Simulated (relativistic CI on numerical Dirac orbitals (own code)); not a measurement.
**Hyperfine structure of W³⁹⁺, mass number 183**

Calculated at this level of theory: Dirac-Coulomb-Breit CI, separate exchange-only KLI orbitals for each configuration, model QED (radiative potential, 1s self-energy scaled to tabulated hydrogen-like ionisation energies), unscaled Slater integrals (own radial code, finite nucleus).

Configurations in the expansion (outside the closed core [Ar] 3d10): 4s2.4p5, 4s.4p6, 4s2.4p4.4d, 4s.4p5.4d, 4s2.4p4.4f, 4s.4p5.4f, 4p6.4d, 4s.4p4.4d2, 4s2.4p3.4d.4f, 4p6.4f, 4p5.4d.4f, 4p5.4d2, 4p4.4d3, 4p4.4d2.4f. Double excitations out of closed p, d and f shells are left out; levels of such configurations are missing from the list, as are those of other unlisted configurations, and high levels can miss mixing partners.

Nuclear spin I = 1/2, μ = 0.11739 μN (tables of Stone and Pyykkö). The electronic factors are computed for point nuclear moments, without core polarisation or the Bohr-Weisskopf and QED corrections.

```json
{"Level": "4s2.4p5 2P°_3/2", "E (eV)": "0.000", "A (GHz)": "13.51"}
{"Level": "4s2.4p5 2P°_1/2", "E (eV)": "92.798", "A (GHz)": "118"}
{"Level": "4s2.4p4.4d 2D_3/2", "E (eV)": "161.482", "A (GHz)": "6.903"}
{"Level": "4s2.4p4.4d 4F_9/2", "E (eV)": "169.545", "A (GHz)": "7.426"}
{"Level": "4s2.4p4.4d 2D_5/2", "E (eV)": "182.572", "A (GHz)": "3.718"}
{"Level": "4s.4p6 2S_1/2", "E (eV)": "199.574", "A (GHz)": "260.1"}
```

Levels with J = 0, under 50 % of one LS term, or S terms without an open s electron are left out. Small factors come from cancelling terms and can be off by tens of per cent or more.

At this charge energies of transitions that change n are usually good to better than 1 %, and those within a shell (Δn = 0) to a few per cent.

Give the hyperfine levels of 4s2.4p5 2P°_1/2 relative to its centre of gravity.

With K = F(F + 1) − I(I + 1) − J(J + 1), E = AK/2: F = 0: -88.5, F = 1: 29.5 GHz.

LS names give the leading component of a level, which can be under half, so a name can repeat, a term be missing and a line seem to break the LS rules.
